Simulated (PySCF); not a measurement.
dimethylacetylene (C₄H₆), singlet, geometry from GFN2-xTB. Base run: HF/def2-SV(P) in PySCF.

Input for PySCF:
```python
from pyscf import gto, scf

mol = gto.M(
    atom='''
C     0.00350171    0.00681221    2.04717461
C     0.00102454    0.00199315    0.59897157
C    -0.00102454   -0.00199315   -0.59897157
C    -0.00350171   -0.00681221   -2.04717461
H    -0.01660974    1.03166869    2.41791685
H    -0.87195983   -0.52171478    2.42454899
H     0.90099445   -0.48578258    2.42139677
H    -0.02489300    1.01555447   -2.42465823
H     0.89271120   -0.50189680   -2.42117830
H    -0.88024308   -0.53782899   -2.41802609
''',
    basis='def2-sv(p)',
    verbose=4,
)

mf = scf.RHF(mol)
mf.kernel()
```

The base run was repeated with changes; each row names its change, and settings that it needs were set with it.

| change | ΔE vs base (µEh) | fitting functions |
|---|---|---|
| base | 0.0 | - |
| auxbasis = def2-tzvp-ri | 0.7 | 394 |
| auxbasis = def2-universal-jfit | [?] | 262 |
| auxbasis = cc-pvdz-jkfit | 116 | 418 |
| only_dfj = on; auxbasis = def2-universal-jfit | -188 | 262 |
| auxbasis = def2-svp-ri | [?] | [?] |
| exchange = seminumerical (SGX) (with mf = sgx.sgx_fit(mf, auxbasis='def2-universal-jfit'); with mf.with_df.dfj = True) | -193 | 262 |
| auxbasis = autoaux | 93.3 | 498 |
| auxbasis = cc-pvtz-jkfit | -4.8 | 496 |
| auxbasis = def2-universal-jkfit | 38.7 | 408 |

Q: Fill in the missing entries.

A: 
- auxbasis = def2-universal-jfit, ΔE vs base (µEh): 1350
- auxbasis = def2-svp-ri, ΔE vs base (µEh): -2441
- auxbasis = def2-svp-ri, fitting functions: 276

A fitting set is made for a task (jfit for Coulomb, jkfit for Coulomb and exchange, ri for correlation) and for a family of orbital bases.
